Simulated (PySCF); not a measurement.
MIBK, SMILES CC(C)CC(=O)C (GFN2-xTB optimised geometry):

```
19

C     -2.381     0.380    -1.326
C     -0.889     0.079    -1.219
C     -0.650    -1.426    -1.127
C     -0.287     0.785     0.000
C      1.228     0.785     0.000
C      1.844     0.967     1.366
O      1.889     0.664    -0.999
H     -2.555     1.449    -1.431
H     -2.807    -0.121    -2.191
H     -2.904     0.032    -0.437
H     -0.381     0.457    -2.111
H     -1.129    -1.836    -0.239
H     -1.058    -1.929    -2.000
H      0.416    -1.638    -1.078
H     -0.656     0.337     0.924
H     -0.592     1.836     0.000
H      2.904     1.190     1.276
H      1.727     0.041     1.928
H      1.340     1.760     1.912
```

Level of theory: PySCF with B3LYP/def2-SVP.

Problem. What are the frontier orbital energies and the dipole moment?

Solution. HOMO-2 -9.01 eV, HOMO-1 -8.94 eV, HOMO -6.77 eV, LUMO -0.38 eV, LUMO+1 1.22 eV; dipole moment 2.47 D.

On the same geometry PBE/def2-SVP in PySCF gives HOMO-2 -7.83 eV, HOMO-1 -7.70 eV, HOMO -5.40 eV, LUMO -1.30 eV, LUMO+1 0.73 eV; dipole moment 2.34 D.

Meta-Löwdin charges at B3LYP/def2-SVP: C1 -0.28, C2 -0.03, C3 -0.29, C4 -0.21, C5 0.38, C6 -0.33, O7 -0.40, H8 0.09, H9 0.09, H10 0.08, H11 0.09, H12 0.08, H13 0.09, H14 0.10, H15 0.09, H16 0.11, H17 0.11, H18 0.12, H19 0.11.
